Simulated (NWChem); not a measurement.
# C3H3Cl2F; SMILES CC(F)=C(Cl)Cl

All runs: NWChem. The geometry was optimised at PBE0/def2-SVP. Ions are spin-unrestricted doublets at the neutral geometry; other ion states weren't tried.

| level | vertical ionisation energy, ΔSCF (eV) | −ε(HOMO) (eV) | ΔSCF minus −ε(HOMO) (eV) |
|---|---|---|---|
| B3LYP/def2-SVP | 8.97 | 6.60 | 2.37 |
| PBE/def2-SVP | 8.72 | 5.59 | 3.13 |
| Hartree-Fock/def2-SVP | 8.60 | 9.68 | -1.08 |
| M06-2X/def2-SVP | [?] | [?] | [?] |
| PBE0/def2-SVP | 9.07 | 6.90 | 2.17 |

Problem. Complete the blanks.

Solution. 
- M06-2X/def2-SVP, vertical ionisation energy, ΔSCF (eV): 9.32
- M06-2X/def2-SVP, −ε(HOMO) (eV): 8.11
- M06-2X/def2-SVP, ΔSCF minus −ε(HOMO) (eV): 1.21
